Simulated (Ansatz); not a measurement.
The same ligand exchange along the group O, S, Se.

Calculated with Ansatz (gas phase, PBE0-D4/def2-TZVP geometries, no zero-point term in ΔE). CBS: MP2 limit from def2 TZ/QZ plus the TZ coupled-cluster correction, frozen cores. This one scheme is used for every species. Functionals use def2-TZVPP. For Se outer-core shells are correlated without core-valence functions, which leaves a few kJ/mol of doubt a bond. Scalar relativity is left out up to krypton. Each species was taken in one conformer, which may not be the lowest.

```tsv
reaction	LDA (SPW92) (kJ/mol)	ωB97M-V (kJ/mol)	ωB97X-V (kJ/mol)	r2SCAN-D4 (kJ/mol)	CCSD(T)/CBS(def2) (kJ/mol)
`CN[SiH2]O` + HCl → `CN[SiH2]Cl` + H₂O	-5	-8	-7	-9	-10
`CN[SiH2]S` + HCl → `CN[SiH2]Cl` + H₂S	-45	-53	-52	-50	-50
`CN[SiH2][SeH]` + HCl → `CN[SiH2]Cl` + H₂Se	-37	-44	-44	-41	-39
```

Largest T1 diagnostic: 0.011, for `CN[SiH2]O`.
